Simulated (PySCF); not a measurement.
**Electron correlation in S (sulfur, neutral)**

[Ne] 3s2 3p4, high-spin 3P determinant. Calculation: PySCF 2.14, in cc-pVTZ-DK; the spin-free X2C one-electron Hamiltonian (Gaussian nucleus). Frozen: [Ne]; 6 electrons correlated.

MP2 pair energies summed by pair of shells (mhartree):

| pair | energy | share (%) |
| --- | --- | --- |
| 3s-3p | -53.72 | 46.1 |
| 3p-3p | -53.02 | 45.5 |
| 3s-3s | -9.85 | 8.4 |

Total MP2 correlation energy: -116.59 mhartree.

Same-spin part -27.13 and opposite-spin part -89.47 mhartree; SCS-MP2 scales them by 1/3 and 6/5 to -116.40 mhartree.

```
  level  correlation energy (mhartree)
   CCSD                        -139.46
    (T)                          -4.60
CCSD(T)                        -144.06
```

Diagnostics: T1 = 0.0096, D1 = 0.0298, largest double amplitude 0.059.

Cost of the coupled-cluster step: 0.21 s of wall time on 1 thread of Intel(R) Xeon(R) 6975P-C (shared host), for 6 correlated electrons.
